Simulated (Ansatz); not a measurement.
Consider the substitution at a C–Si bond: `[SiH3]C[SiH2][GaH2]` + `C[SeH]` → `C[Se]C[SiH3]` + `[SiH3][GaH2]`.

Calculated with Ansatz (gas phase, PBE0-D4/def2-TZVP geometries, no zero-point term in ΔE). CCSD(T)/CBS is the MP2 limit (def2-TZVPP, def2-QZVPP) plus CCSD(T) − MP2 in def2-TZVPP, frozen cores. DFT in def2-TZVPP. For Ga, Se outer-core shells are correlated without core-valence functions, which leaves a few kJ/mol of doubt a bond. Scalar relativity is left out up to krypton. Each species was taken in one conformer, which may not be the lowest.

`[SiH3]C[SiH2][GaH2]`:

```xyz
13

Si    1.461   -0.088   -0.604
C     0.392   -1.295    0.319
Si   -0.936   -0.239    1.174
Ga   -1.353    1.415   -0.545
H     2.369   -0.665   -1.630
H     2.229    0.792    0.310
H     0.529    0.838   -1.373
H     0.965   -1.920    1.008
H    -0.102   -1.951   -0.406
H    -2.107   -1.077    1.561
H    -0.355    0.317    2.430
H    -2.093    0.935   -1.851
H    -1.001    2.939   -0.393
```

`C[SeH]`:

Z-matrix (Å, degrees):
```
C
Se 1 1.949
H 1 1.088 2 110.6
H 1 1.087 2 110.6 3 -123.3
H 1 1.089 2 106.0 3 118.4
H 2 1.468 1 95.4 3 61.7
```

`C[Se]C[SiH3]`:

Z-matrix (Å, degrees):
```
C
Se 1 1.942
H 1 1.090 2 106.9
H 1 1.089 2 110.3 3 -118.8
H 1 1.089 2 110.3 3 118.8
C 2 1.945 1 97.6 3 180.0
Si 6 1.877 2 111.1 1 179.4
H 6 1.093 2 109.0 1 58.8
H 6 1.093 2 109.1 1 -59.7
H 7 1.488 6 109.1 2 179.6
H 7 1.485 6 110.3 2 -60.7
H 7 1.486 6 110.3 2 59.9
```

`[SiH3][GaH2]`:

```xyz
7

Si   -0.095   -0.946   -0.408
Ga    0.096    1.255    0.565
H    -1.066   -0.963   -1.539
H    -0.514   -1.982    0.576
H     1.232   -1.353   -0.955
H     0.142    2.528   -0.358
H     0.205    1.461    2.120
```

```tsv
level	ΔE (kcal/mol)	difference from CCSD(T)/CBS
r2SCANh-D4	13.4	1.4
r2SCAN0-D4	13.4	1.4
B2PLYP	10.2	-1.8
PBE	11.8	-0.2
revPBE	9.9	-2.1
BLYP	8.4	-3.6
PBE0	12.2	0.2
r2SCANh	13.1	1.1
CCSD/def2-TZVPP	11.1	-0.9
MP2/def2-QZVPP	11.9	-0.1
CCSD(T)/CBS	12.0	0
```

Largest T1 diagnostic among the species: 0.013.

From BLYP to BHLYP (50 % exact exchange), in def2-TZVPP and without D4, ΔE moves by +1.2 kcal/mol. In def2-TZVPP, CCSD(T) changes the Hartree–Fock value by +5.1 kcal/mol (the triples alone add +0.6 kcal/mol) and MP2 by +5.1 kcal/mol. Leaving LDA and LC-ωPBE aside and taking each functional with its dispersion term where it has one, the values spread over 3.2 kcal/mol, from B2PLYP to r2SCAN0-D4. LDA lies +4.6 kcal/mol from PBE without D4.

CCSD(T)/CBS has its own doubt, a few kJ/mol and more with outer-core shells, so smaller differences from it don't rank the levels.
